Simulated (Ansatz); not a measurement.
The same path of Cl3HOSi + H4Si (11 atoms, charge 0, multiplicity 1) was run twice with different band settings. Lost on the way: Si1–O2, Si7–H11. Made: Si1–Si7, O2–H11.

Theory: RKS PBE/def2-SVP (Ansatz 0.2.0).

Relaxed end points:

```xyz
11
Properties=species:S:1:pos:R:3
Si -0.413 0.671 -0.252
O -0.596 0.676 1.388
H -0.102 -0.022 1.864
Cl 1.517 1.138 -0.814
Cl -1.705 2.074 -0.994
Cl -0.861 -1.185 -1.050
Si 1.596 -2.773 1.522
H 0.634 -3.858 1.133
H 2.313 -2.234 0.318
H 2.583 -3.288 2.532
H 0.821 -1.649 2.166
```

```xyz
11
Properties=species:S:1:pos:R:3
Si 0.382 -0.375 -0.590
O 0.363 -0.073 2.526
H -0.561 0.121 2.269
Cl 1.667 1.248 -0.533
Cl -1.520 0.285 0.015
Cl 0.162 -0.938 -2.581
Si 1.136 -2.203 0.686
H -0.006 -2.802 1.457
H 1.607 -3.233 -0.311
H 2.287 -1.827 1.568
H 0.271 -0.652 3.306
```

Common settings: movable images 7; climbing image yes; spring 5.0 eV/Å²; optimiser quadratic models (default); start path through a guess of the saddle point; iteration limit 60; end points relaxed.

| run | force threshold |
| --- | --- |
| 1 | 0.05 eV/Å |
| 2 | 0.2 eV/Å |

Q: What does each run give, and how far can it be trusted?

A: Run 1: converged after 54 iterations, highest image 2.412 eV above the first end. A structure lower than the last end lies on the path between it and the top, so the climb from that side starts below the end, which may itself be a saddle point or a shallow side well. Neighbouring images differ by up to 2.0 eV, so the band resolves the path poorly. A vibrational analysis at the climbing image gives one clearly imaginary mode, 1032i cm⁻¹: a first-order saddle point.
Run 2: converged after 18 iterations, highest image 2.424 eV above the first end. The threshold of 0.2 eV/Å is loose, so the images may lie well off the minimum-energy path. Neighbouring images differ by up to 1.8 eV, so the band resolves the path poorly. The order of the stationary point at the top wasn't checked.
The orbitals stay closed-shell, which can raise the energy where a bond breaks towards radicals; this wasn't checked here.
